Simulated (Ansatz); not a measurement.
Relaxation of AlF2H5OSi (10 atoms, charge 0, multiplicity 1), to a largest force component of 0.03 eV/Å in at most 50 steps.

All numbers below come from RKS r2SCAN-D4/def2-SVP (Ansatz 0.2.0).

```xyz
10
Properties=species:S:1:pos:R:3
Al 0.114 0.456 -0.532
O 0.000 0.201 2.416
Si -1.364 -0.363 3.227
H -2.257 -1.123 2.302
H -0.895 -1.260 4.315
H -2.121 0.792 3.797
F 1.501 -0.167 -1.185
F -1.327 -0.284 -0.873
H 0.112 1.790 0.285
H -0.017 1.106 2.020
```

Where does it end, and by what steps?

It converged. After 19 steps the energy has fallen by 1.221 eV; F8 moved furthest, 1.24 Å. Joined: Al1–O2 (2.96 → 1.93 Å).

```
step  energy less start (eV)  largest force component (eV/Å)  accepted
   0                  0.0000                           0.830       yes
   1                 -0.1564                           1.041       yes
   2                 -0.4341                           1.833       yes
   3                 -0.7090                           1.632       yes
   4                 -0.8786                           0.751       yes
   5                 -0.9703                           0.551       yes
   6                 -1.0197                           0.611       yes
   7                 -1.0568                           0.233       yes
   8                 -1.0829                           0.059       yes
   9                 -1.1004                           0.421       yes
  10                 -1.1110                           0.478       yes
  11                 -1.1415                           0.351       yes
  12                 -1.1620                           0.287       yes
  13                 -1.1899                           0.168       yes
  14                 -1.2020                           0.117       yes
  15                 -1.2127                           0.186       yes
  16                 -1.2158                           0.458       yes
  17                 -1.2191                           0.103       yes
  18                 -1.2193                           0.100       yes
  19                 -1.2205                           0.020       yes
```

```xyz
10
Properties=species:S:1:pos:R:3
Al -0.137 0.653 0.071
O 0.032 0.353 1.967
Si -1.348 -0.390 2.755
H -1.615 -1.729 2.191
H -0.815 -0.531 4.143
H -2.488 0.548 2.752
F 0.936 -0.438 -0.604
F -1.723 0.053 0.253
H 0.064 2.182 -0.247
H 0.840 0.447 2.491
```

The run took 38 s on 4 threads of Arm Neoverse V2 (shared host), peak memory 0.18 GiB.
